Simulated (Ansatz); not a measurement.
`[O]=[Mo]([OH])([OH])([OH])[F]`. Total charge 0; spin multiplicity 1. Correlated methods include outer-core shells of Mo, which these sets cover unevenly. Mo takes the def2 core potential.

Cartesian coordinates in Å:
```
O -1.676 0.709 -0.915
Mo -0.333 0.111 -0.156
O 0.063 1.160 1.355
O -1.033 -1.230 0.910
O 0.514 -1.153 -1.262
F 1.040 1.213 -0.893
H 0.727 1.848 1.250
H -0.554 -1.812 1.508
H 1.252 -0.845 -1.797
```

Question: Give the diagnostics of a CCSD(T)/def2-TZVPP run (frozen core, Ansatz). (Best estimate.)

Answer: Ansatz gave: T1 = 0.0244, largest single amplitude 0.078, largest double 0.038, (T) share of the correlation energy 5.1 %, 15 CCSD cycles. The RHF solution is stable towards an unrestricted one. T1 lies over the customary mark of 0.02 for closed shells; compounds of d metals often pass it without a breakdown.
